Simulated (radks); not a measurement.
Au+, configuration [Xe] 4f14 5d8 6p2 (not the ground configuration).

Method: scalar-relativistic Kohn-Sham, PBE, spin-polarised, spherical densities, point nucleus; open shells are filled with parallel spins first (spin-orbit coupling, left out, can overturn this in heavy ions); computed with a radial shooting solver on a logarithmic mesh with Libxc functionals.

Energy parts (eV):
total: -517309.55
kinetic: 578974.69
electron-nucleus: -1285995.31
Hartree: 199550.58
exchange-correlation: -9839.50

Orbitals (lengths in bohr, moments of r in powers of bohr; <r^-3> diverges for s and p1/2):
1s up: occ. 1; eigenvalue (eV) -80807.28; <1/r> 95.83; <r^4> 4.241e-07
1s down: occ. 1; eigenvalue (eV) -80807.26; <1/r> 95.83; <r^4> 4.241e-07
2s up: occ. 1; eigenvalue (eV) -14272.84; <1/r> 22.46; <r^4> 0.00006219
2s down: occ. 1; eigenvalue (eV) -14272.67; <1/r> 22.46; <r^4> 0.00006219
2p up: occ. 3; eigenvalue (eV) -12339.32; <r^-3> 25490; <1/r> 19.97; <r^4> 0.00005052
2p down: occ. 3; eigenvalue (eV) -12339.18; <r^-3> 25490; <1/r> 19.97; <r^4> 0.00005052
3s up: occ. 1; eigenvalue (eV) -3383.089; <1/r> 8.326; <r^4> 0.002249
3s down: occ. 1; eigenvalue (eV) -3383.018; <1/r> 8.326; <r^4> 0.002249
3p up: occ. 3; eigenvalue (eV) -2822.398; <r^-3> 5831; <1/r> 7.592; <r^4> 0.002474
3p down: occ. 3; eigenvalue (eV) -2822.318; <r^-3> 5831; <1/r> 7.592; <r^4> 0.002474
3d up: occ. 5; eigenvalue (eV) -2224.155; <r^-3> 724.0; <1/r> 7.145; <r^4> 0.001902
3d down: occ. 5; eigenvalue (eV) -2224.029; <r^-3> 724.0; <1/r> 7.145; <r^4> 0.001902
4s up: occ. 1; eigenvalue (eV) -749.0465; <1/r> 3.568; <r^4> 0.05043
4s down: occ. 1; eigenvalue (eV) -748.8739; <1/r> 3.568; <r^4> 0.05042
4p up: occ. 3; eigenvalue (eV) -565.2295; <r^-3> 1403; <1/r> 3.221; <r^4> 0.06752
4p down: occ. 3; eigenvalue (eV) -565.0664; <r^-3> 1403; <1/r> 3.221; <r^4> 0.06748
4d up: occ. 5; eigenvalue (eV) -344.7343; <r^-3> 152.3; <1/r> 2.886; <r^4> 0.09357
4d down: occ. 5; eigenvalue (eV) -344.5448; <r^-3> 152.3; <1/r> 2.886; <r^4> 0.09339
5s up: occ. 1; eigenvalue (eV) -127.3753; <1/r> 1.463; <r^4> 1.333
5s down: occ. 1; eigenvalue (eV) -126.2562; <1/r> 1.467; <r^4> 1.319
4f up: occ. 7; eigenvalue (eV) -99.9782; <r^-3> 29.37; <1/r> 2.462; <r^4> 0.1869
4f down: occ. 7; eigenvalue (eV) -99.7110; <r^-3> 29.42; <1/r> 2.464; <r^4> 0.1845
5p up: occ. 3; eigenvalue (eV) -78.5281; <r^-3> 239.2; <1/r> 1.245; <r^4> 2.461
5p down: occ. 3; eigenvalue (eV) -77.1559; <r^-3> 241.5; <1/r> 1.250; <r^4> 2.427
5d up: occ. 5; eigenvalue (eV) -23.9405; <r^-3> 15.13; <1/r> 0.8893; <r^4> 11.23
5d down: occ. 3; eigenvalue (eV) -22.1962; <r^-3> 15.42; <1/r> 0.8956; <r^4> 10.97
6p up: occ. 2; eigenvalue (eV) -10.3235; <r^-3> 21.68; <1/r> 0.3962; <r^4> 198.0
6p down: occ. 0; eigenvalue (eV) -8.4247; <r^-3> 21.01; <1/r> 0.3917; <r^4> 210.8

The highest occupied level is 6p up at -10.324 eV. Summed over all electrons, <r^2> = 61.25 bohr^2, which gives a Langevin (diamagnetic) susceptibility term of -48.5 x 10^-6 cm^3/mol. Spin moment in Bohr magnetons: 4.
